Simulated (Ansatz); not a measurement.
Computed with Ansatz on PBE0-D4/def2-TZVP structures; ΔE is electronic, products minus reactants. CCSD(T)/CBS is the MP2 limit (def2-TZVPP, def2-QZVPP) plus CCSD(T) − MP2 in def2-TZVPP, frozen cores. This one scheme is used for every species. DFT in def2-TZVPP. B3LYP here is the variant with VWN-RPA as its local correlation; programs differ in this. One conformer a species, not always the lowest.

Consider the silylene formation by 1,1-elimination: `FC([SiH3])[SiH2]Cl` → `FC([SiH3])Cl` + `[SiH2]`.

| level | ΔE (kJ/mol) | difference from CCSD(T)/CBS |
| --- | --- | --- |
| ωB97X-V | 382.2 | 7.5 |
| ωB97M-V | 370.7 | -4.0 |
| PBE | 361.7 | -13.0 |
| PBE0 | 375.9 | 1.2 |
| B3LYP | 353.6 | -21.1 |
| HF/def2-TZVPP | 358.2 | -16.5 |
| SCS-MP2/def2-TZVPP | 374.3 | -0.4 |
| HF/def2-QZVPP | 359.2 | -15.5 |
| MP2/def2-QZVPP | 394.7 | 20.0 |
| HF/CBS(def2) | 359.3 | -15.4 |
| CCSD(T)/CBS | 374.7 | 0 |

Largest T1 diagnostic among the species: 0.014.

From PBE to PBE0 (25 % exact exchange), in def2-TZVPP and without D4, ΔE moves by +14.2 kJ/mol. The D4 term adds +14.2 kJ/mol with B3LYP and +7.9 kJ/mol with PBE0; it sums over pairs of atoms, weighted by their polarisabilities, and B3LYP, whose exchange is more repulsive, gets the larger term. In def2-TZVPP, CCSD(T) changes the Hartree–Fock value by +6.8 kJ/mol (the triples alone add +2.5 kJ/mol) and MP2 by +30.7 kJ/mol.
